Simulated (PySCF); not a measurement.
An unknown gives this computed stick spectrum. Method used: PySCF 2.14.0, density-fitted response routines, TDDFT B3LYP/def2-SVPD, vertical, gas phase, core orbitals frozen in the response. Geometries: GFN2-xTB, one conformer each.

```tsv
state	ν̃ (cm⁻¹)	f	main configurations (H = HOMO, L = LUMO)
S1	27500	0.0014	H→L (96%)
S2	37670	0.0083	H→L+1 (98%)
S3	44110	0.0047	H→L+2 (98%)
S4	45680	0.012	H-1→L (99%)
S5	46930	0.0057	H→L+3 (94%)
S6	49760	0.022	H-2→L (47%), H-1→L+1 (16%), H-2→L+1 (15%)
S7	50500	0.026	H-2→L (43%), H-1→L+1 (29%), H-2→L+1 (14%)
S8	50830	0.0047	H-1→L+1 (47%), H-3→L+1 (35%)
```

Triplets computed (Tamm–Dancoff): 2.80, 4.61, 5.24 eV.

Orbital energies (eV): HOMO-3 -9.38, HOMO-2 -8.89, HOMO-1 -8.34, HOMO -6.76, LUMO -1.74, LUMO+1 -1.28, LUMO+2 -0.27.

Problem. Which structure fits?
A. `O=CO[C@@H]1[SiH2]O[SiH2]C1=O`
B. `C1=CC1OC1C[SiH2]C1`
C. `CC(C)c1nnco1`

Solution. A. Its S1, at 3.41 eV, is the lowest among the candidates; the nearest of the others has S1 at 5.53 eV. S1 is HOMO→LUMO (96%). Löwdin shares by element: HOMO oxygen 48% or more, carbon 27% or more, silicon 10% or more (atoms not listed hold the other 15%); LUMO carbon 41% or more, oxygen 30% or more, silicon 9% or more (atoms not listed hold the other 20%). At the same level the other candidates give, for their lowest levels:
- `CC(C)c1nnco1`: 5.53 eV (f 0.000); 6.61 eV (f 0.260); 6.66 eV (f 0.012); 7.10 eV (f 0.016); 7.12 eV (f 0.002); T1 4.65 eV; HOMO -7.55, LUMO -0.65 eV
- `C1=CC1OC1C[SiH2]C1`: 5.53 eV (f 0.001); 6.04 eV (f 0.009); 6.34 eV (f 0.031); 6.60 eV (f 0.042); 6.66 eV (f 0.002); T1 4.51 eV; HOMO -7.03, LUMO -0.42 eV
